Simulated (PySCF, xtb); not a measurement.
C2Hf, SMILES [C]1[C][Hf]1 (connectivity only; charge and spin as stated), neutral, multiplicity 1.

xtb with GFN2-xTB at its own geometry gives an orbital gap of 0.43 eV and a dipole moment of 8.07 D.

Coordinates come from a PBE0-D3(BJ)/def2-TZVP optimisation. A frequency run showed that this geometry is not a minimum. The multiplicity is an assumed one; other spin states were not compared. The def2 effective core potentials stand for the cores of Hf; spin–orbit coupling is left out.

Task: What does PBE0/def2-TZVPD (PySCF) give? (An estimate is asked for; the answer gives what the named calculation found.)

Result: gap 2.30 eV (levels -5.53 and -3.22 eV), dipole 3.79 D.
